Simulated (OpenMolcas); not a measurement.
# W4+: ligand-field states by method

W4+ with 6 ligands (fluoride) in octahedral coordination (Oh) at 1.86 Å. A charge of +0.333 e stands 2.4 Å behind each ligand. Ligand basis ANO-RCC-VDZP.
```
W     0.0000    0.0000    0.0000
F     1.8600    0.0000    0.0000
F     0.0000    1.8600    0.0000
F    -1.8600    0.0000    0.0000
F     0.0000   -1.8600    0.0000
F     0.0000    0.0000    1.8600
F     0.0000    0.0000   -1.8600
```

* Program: OpenMolcas 26.06
* Basis: ANO-RCC-VTZP [8s7p5d3f2g1h]
* Scalar Hamiltonian: DKH2, point nucleus
* Active space: 2 electrons in 5 orbitals (5d)
* State averaging: 2S+1 = 3 even, 10 roots; 2S+1 = 1 even, 15 roots
* Spin-orbit coupling: state interaction with AMFI integrals over the reference wave functions

I. CASSCF
II. SS-CASPT2, IPEA 0.25 Eh, imaginary shift 0.1 Eh (the lowest 17 gerade and 15 ungerade orbitals frozen, chosen by energy and not by shell, so the metal 5p can be frozen and 4f correlated)
III. SS-CASPT2, IPEA 0.25 Eh, imaginary shift 0.2 Eh (the lowest 17 gerade and 15 ungerade orbitals frozen, chosen by energy and not by shell, so the metal 5p can be frozen and 4f correlated)

Spin-free states (labels of O, the rotations of Oh) in cm-1, each column counted from its own energy of the first state listed:

```tsv
State	Degeneracy	I	II	III
3T1	3	0	0	0
1E	2	9886	7630	7630
1T2	3	9902	7640	7640
1A1	1	23284	18210	18220
3T2	3	42799	41850	41850
3T1	3	51170	48210	48220
1T2	3	53390	49500	49520
1T1	3	55706	51670	51670
3A2	1	87273	85310	85320
1E	2	97627	91590	91600
1A1	1	108513	99400	99430
```

From I to II, I's first state of the same spin (3T2) moves from 42799 to 41850 cm-1, by about -950 cm-1.

From I to II, I's first state of another spin (1E) moves from 9886 to 7630 cm-1, by about -2300 cm-1.

χT at 300 K: I 0.17, II 0.15, III 0.15 cm3 K/mol.

The states above are spin-free; spin-orbit coupling is strong here and shifts and splits them by thousands of cm-1.

Roots that are degenerate in the reference are averaged as groups; the widest CASPT2 spread within a group is 50 cm-1 (the 3-fold group of multiplicity 1 near 51700 cm-1 above the lowest state of its run, II). Shifts and gaps below about the spread of the groups concerned are not significant. Over all roots computed the reference weight is 0.70 to 0.72 in II, 0.71 to 0.72 in III; a low but even weight reflects the number of correlated electrons. An orbital triplet at a regular site is open to Jahn-Teller coupling, which can distort the site and quench the lowest spin-orbit gaps and is left out. The least metal-like active orbital is 74 % on the metal (Löwdin) and no ligand orbital is active, so the numbers are rough. Ligand-to-metal charge-transfer states are missing. With no ligand orbital active B as a rule stays too high, so bands that hang on it stand too high and its fall with covalency is understated. Without dynamic correlation the repulsion within the d shell is too large (B by tens of per cent), so at a given field states of lower spin stand too high (holds for I). With metal d orbitals alone the field can be off either way by tens of per cent (holds for I). With one d shell and no ligand orbital active, 10Dq can be off by a tenth or more (holds for II; III). The distance lies 6 % under the 1.97 Å that this model takes as the normal distance (a Shannon-type radius plus a fixed donor radius); by an R⁻⁵ law this alone changes a d-shell field by about +33 %. No measured value stands beside these numbers; the geometry is a model, was not optimised and need not be the one that this ion takes.
